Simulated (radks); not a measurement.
Results of a calculation; reference values are marked as such.
Isoelectronic series with 3 electrons, each ion in its NIST ground configuration. Code: a radial shooting solver on a logarithmic mesh with Libxc functionals. Model: scalar-relativistic Kohn-Sham, r2SCAN, spin-polarised, spherical densities, finite nucleus; open shells are filled with parallel spins first; meta-GGA in the generalised Kohn-Sham scheme; Fermi nuclear charge, rms radius of each element as measured or else 0.836 A^(1/3) + 0.57 fm. Total energies (hartree) and orbital eigenvalues (hartree):

\begin{tabular}{lrrrr}
ion & configuration & E (hartree) & 2s up & 1s down \\ \hline
Li & [He] 2s1 & -7.48070 & -0.12000 & -1.95221 \\
Be+ & [He] 2s1 & -14.32894 & -0.53730 & -4.39861 \\
B2+ & [He] 2s1 & -23.43218 & -1.20974 & -7.85337 \\
C3+ & [He] 2s1 & -34.79023 & -2.13410 & -12.31191 \\
N4+ & [He] 2s1 & -48.40454 & -3.30972 & -17.77369 \\
O5+ & [He] 2s1 & -64.27727 & -4.73651 & -24.23916 \\
F6+ & [He] 2s1 & -82.41103 & -6.41466 & -31.70918 \\
Ne7+ & [He] 2s1 & -102.80883 & -8.34445 & -40.18488 \\
Mg9+ & [He] 2s1 & -150.41062 & -12.96053 & -60.15895 \\
Al10+ & [He] 2s1 & -177.62261 & -15.64776 & -71.66057 \\
Si11+ & [He] 2s1 & -207.11464 & -18.58853 & -84.17439 \\
P12+ & [He] 2s1 & -238.89171 & -21.78344 & -97.70247 \\
S13+ & [He] 2s1 & -272.95917 & -25.23319 & -112.2471 \\
Cl14+ & [He] 2s1 & -309.32282 & -28.93849 & -127.8106 \\
Ar15+ & [He] 2s1 & -347.98885 & -32.90015 & -144.3956 \\
K16+ & [He] 2s1 & -388.96389 & -37.11899 & -162.0050 \\
Ca17+ & [He] 2s1 & -432.25491 & -41.59593 & -180.6416 \\
Sc18+ & [He] 2s1 & -477.86937 & -46.33192 & -200.3087 \\
Ti19+ & [He] 2s1 & -525.81515 & -51.32797 & -221.0095 \\
V20+ & [He] 2s1 & -576.10061 & -56.58518 & -242.7475 \\
Cr21+ & [He] 2s1 & -628.73442 & -62.10465 & -265.5265 \\
Mn22+ & [He] 2s1 & -683.72579 & -67.88761 & -289.3503 \\
Fe23+ & [He] 2s1 & -741.08447 & -73.93530 & -314.2231 \\
\end{tabular}
